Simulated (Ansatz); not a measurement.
CH4ClFOSn, SMILES `[CH3][Sn]([OH])([F])[Cl]`. Total charge 0; spin multiplicity 1. Sn: def2 effective core potential. All single points use the PBE0-D4/def2-TZVP geometry. It is one conformer, not always the lowest.

```xyz
9

C     0.894    0.958   -0.766
Sn   -0.492   -0.175    0.342
O     0.115   -1.998    0.612
F    -0.729    0.564    2.092
Cl   -2.642   -0.233   -0.511
H     0.568    1.005   -1.803
H     0.939    1.959   -0.340
H     1.867    0.474   -0.696
H    -0.521   -2.555    1.070
```

Task: What is the dipole moment at r2SCAN/def2-TZVPP? (Estimate.)

Result: The calculation gave: 2.58 D, with components (1.80, 0.38, -1.80) D in this frame, pointing from negative to positive charge.

Task: And with PBE, B3LYP, ωB97M-V? (Best estimate.)

Result: Computed: PBE 2.50 D, B3LYP 2.58 D, ωB97M-V 2.54 D.

Task: Give the Mulliken charges with r2SCAN, B3LYP, PBE in def2-TZVPP. (Best estimate.)

Result: Computed: 
```csv
atom,r2SCAN,B3LYP,PBE
C1,-0.47,-0.58,-0.58
Sn2,1.27,1.30,1.18
O3,-0.54,-0.53,-0.49
F4,-0.47,-0.48,-0.43
Cl5,-0.37,-0.36,-0.34
H6,0.12,0.15,0.15
H7,0.13,0.15,0.15
H8,0.13,0.16,0.16
H9,0.21,0.19,0.19
```

B3LYP here is the variant with VWN-RPA as its local correlation; programs differ in this.
